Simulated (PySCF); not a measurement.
AlCl3, SMILES [Cl][Al-]([Cl])[Cl], charge -1, multiplicity 2. Atoms are numbered in the order given.

```xyz
4

Al     0.0000     0.0000    -0.6478
Cl     1.7943     1.0359     0.1651
Cl     0.0000    -2.0718     0.1651
Cl    -1.7943     1.0359     0.1651
```
Charge -1, spin multiplicity 2.

The structure is a stationary point at TPSSh-D3(BJ)/def2-SVPD.

Calculation: PBE/def2-TZVPD (PySCF).

Mulliken values depend strongly on the basis, most of all with diffuse functions as here. Atomic charges (e):

```tsv
atom	meta-Löwdin	Mulliken	Mulliken spin
Al1	0.36	0.03	0.88
Cl2	-0.45	-0.34	0.04
Cl3	-0.45	-0.34	0.04
Cl4	-0.45	-0.34	0.04
```
